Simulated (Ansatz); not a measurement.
`B1CCCS1`, charge 0, multiplicity 1.

Task: Give a relaxed structure at PBE0-D4/def2-TZVP (Ansatz 0.2.0). (Estimate.)

Result: Computed: 
Z-matrix (Å, degrees):
```
C
C 1 1.530
B 1 1.570 2 106.8
H 1 1.093 2 112.8 3 126.0
H 1 1.101 2 110.7 3 -116.0
C 2 1.521 1 108.5 3 35.9
H 2 1.094 1 113.0 3 158.7
H 2 1.094 1 108.9 3 -82.3
S 3 1.769 1 110.9 2 -19.0
H 3 1.192 1 128.2 2 162.4
H 6 1.090 2 113.2 1 -157.5
H 6 1.093 2 111.9 1 80.0
```
This is one stationary point; other conformers may exist.
